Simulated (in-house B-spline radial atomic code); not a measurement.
Configurations of Co, with energies counted from [Ar] 3d7 4s2. Method: scalar-relativistic (X2C) PBE0, spin-polarised, spherical fractional occupations, exact exchange averaged over the configuration, Fermi nucleus of rms radius 3.7875 fm. Calculated with a radial B-spline atomic code at the basis-set limit. Shells without spins written out take the highest spin.

Occupations are held fixed; configurations that lie above the ionisation limit could autoionise.

| configuration | E - E(ref) (eV) | highest orbital | its <r> (bohr) |
| --- | --- | --- | --- |
| [Ar] 3d7 4s1 4p1 | 2.9366 | 4p up | 3.844 |
| [Ar] 3d6 4s2 4p1 | 6.6844 | 4p up | 3.508 |
| [Ar] 3d6 4s2 5d1 | 11.459 | 5d up | 17.6 |
| [Ar] 3d6 4s2 5f1 | 11.902 | 5f up | 28.73 |
| [Ne] 3s2 3p5 3d7 4s2 4p1 | 65.569 | 4p up | 3.495 |
| [Ne] 3s2 3p5 3d7 4s2 4d1 | 69.69 | 4d up | 9.119 |

(1) Order these further configurations by energy, lowest first.
A. [Ne] 3s2 3p5 3d7 4s2 5d1
B. [Ne] 3s2 3p5 3d7 4s2 5p1
C. [Ne] 3s2 3p5 3d7 4s2 5s1
D. [Ne] 3s2 3p5 3d8 4s2
E. [Ar] 3d7 4s1 5s1

(2) How far above the reference does [Ar] 3d7 4s1 5f1 lie?

Answers

(1) E (5.3361 eV), D (58.418 eV), C (68.559 eV), B (69.386 eV), A (70.351 eV).

(2) 7.4455 eV; its least bound orbital is 5f up with <r> = 28.73 bohr.
